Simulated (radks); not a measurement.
Polarisabilities and homonuclear dispersion coefficients (atomic units). Level of theory: non-relativistic Kohn-Sham, PBE, spin-unpolarised, spherical densities, point nucleus (a radial shooting solver on a logarithmic mesh with Libxc functionals). Response by self-consistent Sternheimer equations with the Hartree and adiabatic LDA kernel. For heavy and open-shell atoms this level of theory can miss by tens of per cent. "Uncoupled" leaves out the induced potential. Quadrupole and octupole values are given only where no p, d or f shell is open. The Sternheimer factor gamma scales a distant field gradient at the nucleus by 1 - gamma.

| species | configuration | alpha1 (bohr^3) | alpha1, uncoupled | alpha2 (bohr^5) | alpha3 (bohr^7) | C6 | C8 | Sternheimer gamma | recommended alpha1 |
|---|---|---|---|---|---|---|---|---|---|
| Li | [He] 2s1 | 141.6 | 179.0 | 2023 | 62190 | 1133 | 102400 | 0.824 | 164.113 +/- 0.0005 |
| Ge | [Ar] 3d10 4s2 4p2 | 49.86 | 70.10 | - | - | 439.0 | - | - | 40 +/- 1 |
| Fe3+ | [Ar] 3d5 | 2.034 | 2.540 | - | - | 4.996 | - | - | - |
| Mn | [Ar] 3d5 4s2 | 65.27 | 122.1 | - | - | 614.3 | - | - | 68 +/- 9 |
| Sc3+ | [Ar] | 2.162 | 3.430 | 3.665 | 13.08 | 5.726 | 56.84 | -10.9 | - |
| Sn3+ | [Kr] 4d10 5s1 | 9.811 | 15.51 | 27.50 | 166.5 | 38.61 | 660.0 | -17.4 | - |
| Ge2+ | [Ar] 3d10 4s2 | 10.66 | 18.66 | 32.72 | 186.0 | 41.67 | 787.0 | -5.82 | - |

Recommended values: Schwerdtfeger and Nagle, table of static dipole polarisabilities (2023 update), measured or computed.

Beside tabulated values, note that relativity, absent from the non-relativistic runs, is large for the heavy elements, and spin-unpolarised runs miss the spin-polarisation part of the exchange energy of open shells.
